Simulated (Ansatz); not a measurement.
Basis-set extrapolation for AlBFH$_{3}$Si, SMILES `F[B]1[AlH][SiH2]1` (PBE0-D4/def2-TZVP geometry, frozen core, the Gaussian-basis code of Ansatz). Multiplicity 1, RHF reference.

```tsv
	def2-TZVPP	def2-QZVPP
HF	-656.742361	-656.763230
MP2 correlation	-0.550015	-0.594524
CCSD(T) correlation	-0.608903	not run
```

Energies in hartree. Use E(X) = E(∞) + A·exp(−7.88·√X) for Hartree–Fock and E(X) = E(∞) + B·X^(−2.97) for correlation, with X = 3 and 4, and add CCSD(T) minus MP2 of the smaller set to the MP2 limit.

Task: What is the CCSD(T) energy at the basis-set limit?

Result: HF limit: -656.763230 + (-0.020869) × 0.13774 = -656.76610. MP2 limit: -0.594524 + (-0.044509) × 0.74074 = -0.62749. Higher-order term: -0.608903 − (-0.550015) = -0.05889. Total: -657.45248 hartree, 265.7 kJ/mol below CCSD(T)/def2-TZVPP.
